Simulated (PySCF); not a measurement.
Ligands exchanged one at a time, B I-SH. All species are isolated molecules in the gas phase. One relaxed conformer stands for each flexible species; it need not be the lowest. Strings in code marks are SMILES.

Calculation: PBE-D3(BJ)/def2-TZVP // PBE0-D3(BJ)/def2-TZVP in PySCF 2.14.0. All candidates: neutral, multiplicity 1. Excitations are Tamm–Dancoff values on a coarser integration grid. The basis has no diffuse functions, so Rydberg states are missing or too high.

The HOMO comes out as -6.55 eV and the T1 excitation (TDA) is 4.22 eV. The S1 excitation (TDA) is 4.47 eV.

Say which member has these values.
A. `SB(S)I` (H–S–B–I torsion 180°, I–B–S–H torsion -180°)
B. `SB(S)S`
C. `IB(I)I`
D. `SB(I)I` (H–S–B–I torsion 180°)

A, `SB(S)I` (H–S–B–I torsion 180°, I–B–S–H torsion -180°). The others give `SB(S)S`: -6.36 eV, 4.48 eV, 4.84 eV; `IB(I)I`: -6.25 eV, 2.95 eV, 3.10 eV; `SB(I)I` (H–S–B–I torsion 180°): -6.40 eV, 3.65 eV, 3.78 eV
